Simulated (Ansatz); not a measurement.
A structure relaxed at PBE-D4/def2-TZVPD in Ansatz, charge -1, doublet:

```xyz
4

Sn   -0.522   -0.122    1.313
Sn    0.582   -0.205   -1.277
H    -1.000   -0.253   -2.163
H     0.940    0.581    2.127
```

Task: Give its formula and point group.

Result: Sn2H2⁻ (the lowest doublet isomer of a short search). Point group C2 (tolerance 0.1 Å).

Task: Summarise the bond lengths by kind (pairs closer than 1.2 times the sum of covalent radii, bridged metal pairs left out).

Result: 1 × Sn–Sn 2.82 Å; 2 × H–Sn 1.81 Å.

In the def2 sets Sn takes a core potential; there is no spin–orbit coupling. The highest occupied level of the charge -1 doublet lies above zero (up to 0.32 eV). By energy differences its removal costs 1.94 eV (vertical, to the charge 0 triplet, at PBE-D4/def2-TZVPD); a positive level beside a positive removal energy at the same level points to self-interaction error. The relaxation made no stability test and no search for a lower SCF solution. The structure comes from a short search, and lower isomers may exist.
